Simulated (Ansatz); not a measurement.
## BCl3 (boron trichloride): the energy, rung by rung

The species is BCl3 (4 atoms), meant as a singlet with charge 0. SMILES: `ClB(Cl)Cl`. The coordinates come from a PBE0-D4/def2-TZVP relaxation.

```xyz
4

Cl   -0.2579    0.5164    1.6383
B     0.0000    0.0000    0.0000
Cl    0.9420   -1.4231   -0.3240
Cl   -0.6841    0.9066   -1.3143
```

Quantity: the energy change with the B2–Cl4 bond stretched from 1.737 to 2.606 Å, in eV. The values are calculated.

| level | kind | program | value (eV) | less FCI/STO-3G | CPU time (all runs) |
| --- | --- | --- | --- | --- | --- |
| BLYP/STO-3G (restricted) | GGA | Ansatz | 2.80 | -0.27 | 3 s |
| PBE/STO-3G (restricted) | GGA | Ansatz | 3.07 | 0.00 | 3 s |
| B3LYP/STO-3G (restricted) | global hybrid | Ansatz | 3.17 | +0.10 | 3.1 s |
| r2SCAN0/STO-3G (restricted) | hybrid meta-GGA | Ansatz | 3.56 | +0.49 | 7.6 s |
| HSE06/STO-3G (restricted) | range-separated hybrid | Ansatz | 3.45 | +0.38 | 3.5 s |
| CCSD(T)/STO-3G (restricted) | coupled cluster or CI | Ansatz | 3.09 | +0.02 | 0.63 s |
| CCSDT(Q)/STO-3G (restricted) | coupled cluster or CI | Ansatz | 3.08 | +0.01 | 1.2 s |
| CCSDT/STO-3G (restricted) | coupled cluster or CI | Ansatz | 3.07 | 0.00 | 1.1 s |
| FCI/STO-3G | full CI, core frozen | Ansatz | 3.07 | 0.00 | 22 s |

FCI/STO-3G is exact within its basis and frozen core, so for wave-function methods in that basis the difference is their error; functionals converge differently with the basis, so for them it is only a difference. The first shape isn't each level's own minimum. The values span 2.80 to 3.56 eV. All rows use very small basis sets, so none should be taken for the real molecule's value. In so small a basis fixed costs decide the times, and correlated methods can beat functionals. CPU times are rough (shared hosts, several kinds of processor and program).
